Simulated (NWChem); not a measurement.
System: BeBr2; SMILES [Br][Be][Br]

Here is an NWChem input.

```
start job
memory heap 200 mb stack 900 mb global 1100 mb
geometry units angstroms noautosym nocenter noautoz
  Be    -0.000004     0.000005    -0.000004
  Br     1.437488     0.320898    -1.282333
  Br    -1.437491    -0.320893     1.282328
end
basis spherical
  * library def2-tzvp
end
dft
  xc pbe0
  iterations 150
end
property
  efieldgrad
end
task dft property
```

Excerpt of the output:

```
             Northwest Computational Chemistry Package (NWChem) 7.3.0
             --------------------------------------------------------

                             Geometry "geometry" -> ""
                             -------------------------

 Output coordinates in angstroms (scale by  1.889725989 to convert to a.u.)

  No.       Tag          Charge          X              Y              Z
 ---- ---------------- ---------- -------------- -------------- --------------
    1 Be                   4.0000    -0.00000400     0.00000500    -0.00000400
    2 Br                  35.0000     1.43748800     0.32089800    -1.28233300
    3 Br                  35.0000    -1.43749100    -0.32089300     1.28232800

 Effective nuclear repulsion energy (a.u.)     241.8437685576

                              NWChem Property Module
                              ----------------------

  itol2e modified to match energy
  convergence criterion.

                                 NWChem DFT Module
                                 -----------------

 Summary of "ao basis" -> "ao basis" (spherical)
 ------------------------------------------------------------------------------
       Tag                 Description            Shells   Functions and Types
 ---------------- ------------------------------  ------  ---------------------
 Be                        def2-tzvp                 9       19   5s3p1d
 Br                        def2-tzvp                16       48   6s5p4d1f

  itol2e modified to match energy
  convergence criterion.

            General Information
            -------------------
          SCF calculation type: DFT
          Wavefunction type:  closed shell.
          No. of atoms     :     3
          No. of electrons :    74
           Alpha electrons :    37
            Beta electrons :    37
          Charge           :     0
          Spin multiplicity:     1
          Use of symmetry is: off; symmetry adaption is: off
          Maximum number of iterations: 150
          AO basis - number of functions:   115
                     number of shells:    41
          Convergence on energy requested:  1.00D-07
          Convergence on density requested:  1.00D-05
          Convergence on gradient requested:  5.00D-04

              XC Information
              --------------
                         PBE0 Method XC Functional
                     Hartree-Fock (Exact) Exchange  0.250
          PerdewBurkeErnzerhof Exchange Functional  0.750
            Perdew 1991 LDA Correlation Functional  1.000 local
           PerdewBurkeErnz. Correlation Functional  1.000 non-local

             Grid Information
             ----------------
          Grid used for XC integration:  fine
          Radial quadrature: Mura-Knowles
          Angular quadrature: Lebedev.
          Tag              B.-S. Rad. Rad. Pts. Rad. Cut. Ang. Pts.
          ---              ---------- --------- --------- ---------
          Be                  1.05       70           9.0       590
          Br                  1.15      140          12.0       974
          Grid pruning is: on
          Number of quadrature shells:   350
          Spatial weights used:  Erf1

      Superposition of Atomic Density Guess
      -------------------------------------

 Sum of atomic energies:       -5159.37058002

      Non-variational initial energy
      ------------------------------

 Total energy =   -5159.991746
 1-e energy   =   -7665.371611
 2-e energy   =    2263.536096
 HOMO         =      -0.413424
 LUMO         =      -0.003675

   convergence    iter        energy       DeltaE   RMS-Dens  Diis-err
 ---------------- ----- ----------------- --------- --------- ---------
 d= 0,ls=0.0,diis     1  -5162.5257023116 -5.40D+03  6.27D-03  8.01D-01
 d= 0,ls=0.0,diis     2  -5162.5356998179 -1.00D-02  4.00D-03  3.16D-01
 d= 0,ls=0.0,diis     3  -5162.5625188517 -2.68D-02  1.44D-03  7.21D-02
 d= 0,ls=0.0,diis     4  -5162.5724169872 -9.90D-03  1.29D-04  3.62D-04
 d= 0,ls=0.0,diis     5  -5162.5724723125 -5.53D-05  1.25D-05  1.18D-06
 d= 0,ls=0.0,diis     6  -5162.5724725073 -1.95D-07  3.17D-06  2.92D-07
 d= 0,ls=0.0,diis     7  -5162.5724725353 -2.80D-08  9.61D-07  2.05D-08

         Total DFT energy =    -5162.572472535335
      One electron energy =    -7666.922509493336
           Coulomb energy =     2447.485857769329
    Exchange-Corr. energy =     -184.979589368969
 Nuclear repulsion energy =      241.843768557641

 Numeric. integr. density =       73.999999856638

                       DFT Final Molecular Orbital Analysis
                       ------------------------------------

 Vector   35  Occ=2.000000D+00  E=-3.451856D-01
              MO Center= -9.7D-06,  1.1D-06,  4.2D-06, r^2= 4.7D+00
   Bfn.  Coefficient  Atom+Function         Bfn.  Coefficient  Atom+Function
  ----- ------------  ---------------      ----- ------------  ---------------
    37      0.251962  2 Br pz                85      0.251962  3 Br pz
    35      0.240648  2 Br px                83      0.240651  3 Br px
    31     -0.168234  2 Br pz                79     -0.168235  3 Br pz
    29     -0.160680  2 Br px                77     -0.160682  3 Br px
    34      0.148859  2 Br pz                82      0.148859  3 Br pz

 Vector   36  Occ=2.000000D+00  E=-3.254591D-01
              MO Center=  6.3D-06,  4.4D-06, -9.8D-06, r^2= 5.1D+00
   Bfn.  Coefficient  Atom+Function         Bfn.  Coefficient  Atom+Function
  ----- ------------  ---------------      ----- ------------  ---------------
    37      0.272257  2 Br pz                85     -0.272254  3 Br pz
    35      0.249367  2 Br px                83     -0.249367  3 Br px
    31     -0.186639  2 Br pz                79      0.186638  3 Br pz
    29     -0.170948  2 Br px                77      0.170948  3 Br px
    34      0.168174  2 Br pz                82     -0.168172  3 Br pz

 Vector   37  Occ=2.000000D+00  E=-3.254591D-01
              MO Center=  6.3D-06,  4.5D-06, -9.6D-06, r^2= 5.1D+00
   Bfn.  Coefficient  Atom+Function         Bfn.  Coefficient  Atom+Function
  ----- ------------  ---------------      ----- ------------  ---------------
    36      0.364149  2 Br py                84     -0.364147  3 Br py
    30     -0.249634  2 Br py                78      0.249632  3 Br py
    33      0.224936  2 Br py                81     -0.224935  3 Br py
    39      0.203672  2 Br py                87     -0.203670  3 Br py
    27      0.076113  2 Br py                75     -0.076112  3 Br py

 Vector   38  Occ=0.000000D+00  E=-2.131992D-02
              MO Center= -9.3D-05,  1.1D-04, -7.8D-05, r^2= 7.9D+00
   Bfn.  Coefficient  Atom+Function         Bfn.  Coefficient  Atom+Function
  ----- ------------  ---------------      ----- ------------  ---------------
     5      1.304032  1 Be s                  4     -0.442371  1 Be s
     3      0.267980  1 Be s                 24     -0.215661  2 Br s
    72     -0.215661  3 Br s                 18     -0.172279  1 Be d  1
    25     -0.155739  2 Br s                 73     -0.155739  3 Br s
    23      0.105709  2 Br s                 71      0.105709  3 Br s

 Vector   39  Occ=0.000000D+00  E=-1.875243D-02
              MO Center= -8.0D-06, -6.5D-05, -2.6D-05, r^2= 3.9D+00
   Bfn.  Coefficient  Atom+Function         Bfn.  Coefficient  Atom+Function
  ----- ------------  ---------------      ----- ------------  ---------------
    13      0.612263  1 Be py                 7     -0.546354  1 Be py
    39     -0.290143  2 Br py                87     -0.290142  3 Br py
    14      0.193728  1 Be pz                 8     -0.172874  1 Be pz
    36     -0.140490  2 Br py                84     -0.140489  3 Br py
    33     -0.113674  2 Br py                81     -0.113672  3 Br py

 Vector   40  Occ=0.000000D+00  E=-1.875243D-02
              MO Center=  9.0D-05, -3.1D-05,  9.2D-05, r^2= 3.9D+00
   Bfn.  Coefficient  Atom+Function         Bfn.  Coefficient  Atom+Function
  ----- ------------  ---------------      ----- ------------  ---------------
    14      0.444741  1 Be pz                12      0.433868  1 Be px
     8     -0.396866  1 Be pz                 6     -0.387163  1 Be px
    40     -0.210763  2 Br pz                88     -0.210750  3 Br pz
    38     -0.205597  2 Br px                86     -0.205611  3 Br px
    13     -0.166332  1 Be py                 7      0.148427  1 Be py

     Multipole analysis of the density
     ---------------------------------

     L   x y z        total         alpha         beta         nuclear
     -   - - -        -----         -----         ----         -------
     0   0 0 0     -0.000000    -37.000000    -37.000000     74.000000

     1   1 0 0     -0.000003      0.000113      0.000113     -0.000229
     1   0 1 0      0.000002     -0.000183     -0.000183      0.000368
     1   0 0 1     -0.000001      0.000180      0.000180     -0.000361

     2   2 0 0    -31.973946   -274.257636   -274.257636    516.541327
     2   1 1 0     -0.237174    -57.773195    -57.773195    115.309216
     2   1 0 1      0.947772    230.867464    230.867464   -460.787156
     2   0 2 0    -30.964440    -28.352648    -28.352648     25.740855
     2   0 1 1      0.211574     51.537302     51.537302   -102.863029
     2   0 0 2    -31.756967   -221.403958   -221.403958    411.050949

          -----------------------
          Electric field gradient
          -----------------------

 1 a.u. = 0.324123 10**(16) esu/cm**3  ( or statvolts/cm**2 ) = 0.97174 10**(22) v/m**2

 ------------------------------------------------------------
   Atom      X         Y         Z
 ------------------------------------------------------------
    1 Be  -0.00001   0.00001  -0.00001
 ------------------------------------------------------------

 Electric field gradient in molecular frame (a.u.)
         XX             YY             ZZ             XY             XZ             YZ
 ------------------------------------------------------------------------------------------
        0.043266      -0.063570       0.020303       0.025100      -0.100303      -0.022391

 Principal components (a.u.) and orientation
 of principal axis w.r.t. absolute frame                      Asymmetry parameter eta
 --------------------------------------------------------------------------------------
        0.138346      -0.069173      -0.069173                       0.000000

        0.736089      -0.122714       0.665669
        0.164320       0.986407       0.000139
       -0.656637       0.109280       0.746248

 ------------------------------------------------------------
   Atom      X         Y         Z
 ------------------------------------------------------------
    2 Br   2.71646   0.60641  -2.42326
 ------------------------------------------------------------

 Electric field gradient in molecular frame (a.u.)
         XX             YY             ZZ             XY             XZ             YZ
 ------------------------------------------------------------------------------------------
       -0.719253       1.056763      -0.337510      -0.417252       1.667399       0.372213

 Principal components (a.u.) and orientation
 of principal axis w.r.t. absolute frame                      Asymmetry parameter eta
 --------------------------------------------------------------------------------------
       -2.299812       1.149906       1.149906                       0.000000

        0.736091       0.494545      -0.462164
        0.164317       0.531804       0.830773
       -0.656636       0.687466      -0.310194

 ------------------------------------------------------------
   Atom      X         Y         Z
 ------------------------------------------------------------
    3 Br  -2.71646  -0.60640   2.42325
 ------------------------------------------------------------

 Electric field gradient in molecular frame (a.u.)
         XX             YY             ZZ             XY             XZ             YZ
 ------------------------------------------------------------------------------------------
       -0.719232       1.056755      -0.337523      -0.417260       1.667394       0.372224

 Principal components (a.u.) and orientation
 of principal axis w.r.t. absolute frame                      Asymmetry parameter eta
 --------------------------------------------------------------------------------------
       -2.299806       1.149903       1.149903                       0.000000

        0.736087       0.446582      -0.508666
        0.164322       0.611104       0.774306
       -0.656639       0.653541      -0.376443
```

Level: PBE0/def2-TZVP. Structure relaxed at the PBE0/def2-SVP level. NWChem prints the field gradient with the sign opposite to the second derivative of the potential.
